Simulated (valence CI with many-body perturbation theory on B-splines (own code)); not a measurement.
**E1 transitions of Ga XXVII**

Method: valence CI with perturbative core correlation (CI+MBPT): three valence electrons over a frozen Dirac-Fock core [He], radial functions for each j: 11 s, 11 p, 9 d, 7 f, 5 g, 2 h, 1 i, with the one-electron correlation potential Σ1, the two-electron term Σ2, the three-electron term Σ3, Breit, model QED; selected CI, second order for the rest (own B-spline code, finite nucleus).

No measured spectrum was set against this ion. As an estimate, large intervals hold to a few tenths of a per cent, small ones and those within an open d or f shell to about a per cent.

Lines 51 to 100 of 250 in falling wavelength, among levels below 127.37 Ry, chosen from the strongest by gf and those to the six lowest levels. Wavelengths and rates use the calculated energies. Electric multipoles are in the length gauge, E1 and E2 with the static RPA response of the core. Weak lines are less certain than strong ones. Lines between different terms over intervals too small for the method are left out, as are lines whose strength nearly cancels. Where a level lies close to another of its J and parity, the split of strength between their lines is uncertain. The highest levels of a list are the least certain.

Levels are named by their leading jj configuration (3d3/2^4 stands for four electrons in 3d with j = 3/2), which in mixed levels can hold well under half, so a name can repeat and another be missing. Letters in brackets count levels of one name in rising energy.

| λ vac (Å) | Upper | Lower | A (s⁻¹) | S (a.u.) |
| --- | --- | --- | --- | --- |
| 103.6 | (2p1/2 2p3/2 3p3/2) J=7/2 | (2s 2p1/2 3p3/2) J=5/2 | 1.02e+10 | 4.48e-02 |
| 100.2 | (2s 2p3/2 3d5/2) J=7/2 [b] | (2s^2 3d5/2) J=5/2 | 2.05e+10 | 8.15e-02 |
| 99.21 | (2p1/2 2p3/2 3s) J=5/2 | (2s 2p1/2 3s) J=3/2 | 1.20e+10 | 3.48e-02 |
| 98.63 | (2p3/2^2 3s) J=3/2 | (2s 2p3/2 3s) J=3/2 [a] | 2.10e+10 | 3.98e-02 |
| 98.24 | (2s 2p3/2 3p3/2) J=5/2 [b] | (2s^2 3p3/2) J=3/2 | 2.66e+10 | 7.48e-02 |
| 98.13 | (2s 2p3/2 3d3/2) J=5/2 [b] | (2s^2 3d3/2) J=3/2 | 2.12e+10 | 5.92e-02 |
| 98.08 | (2p1/2^2 2p3/2) J=3/2 | (2s 2p1/2 2p3/2) J=3/2 [a] | 1.61e+10 | 3.00e-02 |
| 97.20 | (2s 2p3/2 3d3/2) J=3/2 [b] | (2s^2 3d3/2) J=3/2 | 2.86e+10 | 5.18e-02 |
| 97.03 | (2s 2p1/2 2p3/2) J=3/2 [b] | (2s^2 2p1/2) J=1/2 | 2.26e+10 | 4.07e-02 |
| 96.72 | (2s 2p3/2 3s) J=3/2 [b] | (2s^2 3s) J=1/2 | 2.00e+10 | 3.57e-02 |
| 96.64 | (2s 2p3/2 3d5/2) J=5/2 [b] | (2s^2 3d5/2) J=5/2 | 3.46e+10 | 9.25e-02 |
| 96.53 | (2s 2p3/2 3s) J=1/2 | (2s^2 3s) J=1/2 | 3.77e+10 | 3.35e-02 |
| 96.27 | (2s 2p3/2 3p3/2) J=3/2 [b] | (2s^2 3p3/2) J=3/2 | 3.29e+10 | 5.79e-02 |
| 95.93 | (2s 2p3/2 3p1/2) J=3/2 [b] | (2s^2 3p1/2) J=1/2 | 2.94e+10 | 5.12e-02 |
| 93.73 | (2s 2p3/2 3d5/2) J=3/2 [b] | (2s^2 3d5/2) J=5/2 | 3.79e+10 | 6.16e-02 |
| 93.71 | (2s 2p3/2 3d3/2) J=1/2 [b] | (2s^2 3d3/2) J=3/2 | 4.35e+10 | 3.54e-02 |
| 89.45 | (2p1/2 2p3/2^2) J=1/2 | (2s 2p1/2 2p3/2) J=3/2 [b] | 4.80e+10 | 3.39e-02 |
| 88.56 | (2p1/2 2p3/2^2) J=3/2 | (2s 2p1/2 2p3/2) J=5/2 | 2.24e+09 | 3.07e-03 |
| 88.41 | (2s 2p1/2 2p3/2) J=1/2 | (2s^2 2p1/2) J=1/2 | 6.01e+10 | 4.10e-02 |
| 87.06 | (2s 2p3/2^2) J=1/2 | (2s^2 2p3/2) J=3/2 | 5.12e+10 | 3.34e-02 |
| 86.13 | (2s 2p3/2^2) J=3/2 | (2s^2 2p3/2) J=3/2 | 7.07e+10 | 8.92e-02 |
| 86.12 | (2p1/2^2 2p3/2) J=3/2 | (2s 2p1/2^2) J=1/2 | 1.79e+10 | 2.26e-02 |
| 83.63 | (2p1/2 2p3/2^2) J=5/2 | (2s 2p1/2 2p3/2) J=5/2 | 8.32e+09 | 1.44e-02 |
| 81.63 | (2p1/2 2p3/2^2) J=3/2 | (2s 2p1/2 2p3/2) J=3/2 [a] | 1.24e+10 | 1.33e-02 |
| 77.83 | (2p3/2^3) J=3/2 | (2s 2p1/2 2p3/2) J=3/2 [b] | 6.51e+09 | 6.06e-03 |
| 70.56 | (2s 2p3/2^2) J=3/2 | (2s^2 2p1/2) J=1/2 | 7.28e+09 | 5.05e-03 |
| 8.849 | (2s^2 3p1/2) J=1/2 | (2s 2p1/2 2p3/2) J=3/2 [b] | 3.09e+11 | 2.11e-04 |
| 8.640 | (2s 2p1/2 3s) J=3/2 | (2s 2p1/2 2p3/2) J=3/2 [b] | 1.64e+11 | 2.08e-04 |
| 8.632 | (2p3/2^2 3s) J=3/2 | (2p3/2^3) J=3/2 | 4.99e+12 | 6.34e-03 |
| 8.604 | (2s^2 3p3/2) J=3/2 | (2s 2p1/2 2p3/2) J=5/2 | 1.25e+11 | 1.57e-04 |
| 8.580 | (2s 2p1/2 3s) J=1/2 [b] | (2s 2p1/2 2p3/2) J=3/2 [b] | 2.84e+12 | 1.77e-03 |
| 8.557 | (2p1/2 2p3/2 3s) J=3/2 [b] | (2p1/2 2p3/2^2) J=5/2 | 3.17e+12 | 3.93e-03 |
| 8.548 | (2p1/2 2p3/2 3s) J=1/2 | (2p1/2 2p3/2^2) J=3/2 | 4.82e+12 | 2.97e-03 |
| 8.496 | (2s 2p3/2 3s) J=3/2 [a] | (2s 2p3/2^2) J=5/2 | 4.04e+12 | 4.89e-03 |
| 8.457 | (2s 2p1/2 3s) J=3/2 | (2s 2p1/2 2p3/2) J=5/2 | 3.06e+12 | 3.66e-03 |
| 8.446 | (2p1/2 2p3/2 3s) J=3/2 [a] | (2p1/2^2 2p3/2) J=3/2 | 2.37e+12 | 2.81e-03 |
| 8.438 | (2s^2 3s) J=1/2 | (2s^2 2p3/2) J=3/2 | 4.05e+12 | 2.40e-03 |
| 8.434 | (2s 2p3/2 3s) J=3/2 [a] | (2s 2p1/2 2p3/2) J=3/2 [b] | 2.43e+11 | 2.87e-04 |
| 8.427 | (2s 2p1/2 3s) J=1/2 [a] | (2s 2p1/2 2p3/2) J=3/2 [a] | 4.83e+12 | 2.86e-03 |
| 8.410 | (2p3/2^2 3s) J=5/2 | (2p1/2 2p3/2^2) J=5/2 | 3.34e+12 | 5.89e-03 |
| 8.397 | (2p1/2 2p3/2 3s) J=5/2 | (2p1/2^2 2p3/2) J=3/2 | 3.50e+12 | 6.14e-03 |
| 8.389 | (2s 2p1/2 3s) J=3/2 | (2s 2p1/2 2p3/2) J=3/2 [a] | 5.96e+11 | 6.95e-04 |
| 8.387 | (2s 2p3/2 3d5/2) J=5/2 [a] | (2s 2p3/2^2) J=3/2 | 3.32e+12 | 5.79e-03 |
| 8.363 | (2p3/2^2 3s) J=5/2 | (2p1/2 2p3/2^2) J=3/2 | 2.49e+12 | 4.31e-03 |
| 8.359 | (2s 2p1/2 3d5/2) J=5/2 [a] | (2s 2p3/2^2) J=5/2 | 1.78e+12 | 3.07e-03 |
| 8.358 | (2s 2p3/2 3d5/2) J=3/2 [a] | (2s 2p3/2^2) J=3/2 | 5.70e+12 | 6.57e-03 |
| 8.357 | (2s 2p1/2 3d3/2) J=3/2 [a] | (2s 2p1/2 2p3/2) J=3/2 [b] | 1.52e+12 | 1.75e-03 |
| 8.349 | (2s 2p3/2 3d5/2) J=3/2 [a] | (2s 2p3/2^2) J=1/2 | 1.02e+13 | 1.18e-02 |
| 8.332 | (2s 2p1/2 3d3/2) J=5/2 | (2s 2p1/2 2p3/2) J=3/2 [b] | 5.02e+11 | 8.60e-04 |
| 8.328 | (2s 2p1/2 3s) J=1/2 [a] | (2s 2p1/2^2) J=1/2 | 1.10e+12 | 6.25e-04 |
